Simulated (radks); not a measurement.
V V, configuration [Ar] 3d1.

Calculated with a radial shooting solver on a logarithmic mesh with Libxc functionals: scalar-relativistic Kohn-Sham, BLYP, spin-unpolarised, spherical densities, finite nucleus; Fermi nuclear charge, rms radius 3.6002 fm.

Energy parts (hartree):
part                       energy
total                  -945.72554
kinetic                 954.64249
electron-nucleus      -2212.11285
Hartree                 355.62910
exchange-correlation    -43.88428

Orbitals (lengths in bohr, moments of r in powers of bohr; r(max) is where P^2 peaks):
orbital  occ.  eigenvalue (hartree)   r(max)
1s          2             -199.2721  0.04349
2s          2             -24.24535   0.2556
2p          6             -20.59332   0.2080
3s          2              -4.52088   0.8094
3p          6              -3.53663   0.8279
3d          1              -2.02689   0.8157

The highest occupied level is 3d at -55.155 eV. For comparison, the ionisation energy in NIST's Atomic Spectra Database is 65.282 eV (measured). In exact Kohn-Sham theory the highest level is minus the ionisation energy, but local and semilocal functionals leave it too shallow, through self-interaction and a potential that decays too fast; potentials with the right tail come closer.

Beside tabulated values, note that spin-unpolarised runs miss the spin-polarisation part of the exchange energy of open shells.
